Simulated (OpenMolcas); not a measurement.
## Er2+: moving or changing the point charges

Er2+ among 8 point charges of -1.5 e arranged as a cube (Oh), 2.2 Å from the ion.
```
   1.2702    1.2702    1.2702  -1.50
   1.2702    1.2702   -1.2702  -1.50
   1.2702   -1.2702    1.2702  -1.50
   1.2702   -1.2702   -1.2702  -1.50
  -1.2702    1.2702    1.2702  -1.50
  -1.2702    1.2702   -1.2702  -1.50
  -1.2702   -1.2702    1.2702  -1.50
  -1.2702   -1.2702   -1.2702  -1.50
```

```
Program             : OpenMolcas
Method              : CASSCF
Basis               : ANO-RCC-VDZP [7s6p4d2f1g]
Scalar Hamiltonian  : DKH2, point nucleus
Active space        : 12 electrons in 7 orbitals (4f)
State averaging     : 2S+1 = 3 even, 21 roots; 2S+1 = 1 even, 27 roots kept (CI in the orbitals of an earlier block)
Spin-orbit coupling : RASSI with atomic mean-field integrals over the reference wave functions
```

Runs around this geometry, states (labels of O, the rotations of Oh). Energies in cm-1 above the lowest state or level, χT in cm3 K/mol; under a threefold ground state the first gap can be a small split of the lowest multiplet, not the spin-orbit step.

```tsv
R (Å)	Ground state	First state of that spin	First gap with spin-orbit (degeneracies)	Width of lowest J	χT at 300 K
2.2	3T1	3T2 250.4	68.5 (2, 3)	1097	6.476
2.37	3T1	3T2 2.4	2.7 (2, 3)	367	6.997
2.56	3T2	3T1 5.6	1.7 (1, 3)	229	7.084
```

Taking the width of the lowest J multiplet as R^-n, n = -ln(229 / 1097) / ln(2.56 / 2.2) = 10.3 between the shortest and longest distance.

The ground state changes within this set.

This is an electrostatic model: the charges have no orbitals. No measured value stands beside these numbers.
